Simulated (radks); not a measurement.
The nuclear charge of the selenium ion Se+ is varied continuously with 33 electrons held in [Ar] 3d10 4s2 4p3. Method: Dirac Kohn-Sham, PBE, spin-unpolarised, spherical densities, point nucleus; open shells are shared between the two j in proportion to 2j + 1; computed with a radial shooting solver on a logarithmic mesh with Libxc functionals. By the Hellmann-Feynman theorem dE/dZ = E(electron-nucleus)/Z, the electronic potential at the nucleus.

Z     E (hartree)  E(electron-nucleus)/Z (hartree)   HOMO  e(HOMO) (eV)  <r> HOMO (bohr)
33.6  -2361.38230                         -169.466  4p3/2       -10.858            2.278
33.8  -2395.41139                         -170.825  4p3/2       -13.007            2.202
34    -2429.71236                         -172.184  4p3/2       -15.261            2.133
34.2  -2464.28510                         -173.543  4p3/2       -17.618            2.070
34.4  -2499.12955                         -174.901  4p3/2       -20.074            2.012
34.6  -2534.24566                         -176.260  4p3/2       -22.627            1.959
34.8  -2569.63343                         -177.618  4p3/2       -25.273            1.910
35    -2605.29284                         -178.976  4p3/2       -28.012            1.864

The central difference of E at Z = 34 is -172.184 hartree, to compare with the third column; the second derivative is -6.79 hartree.
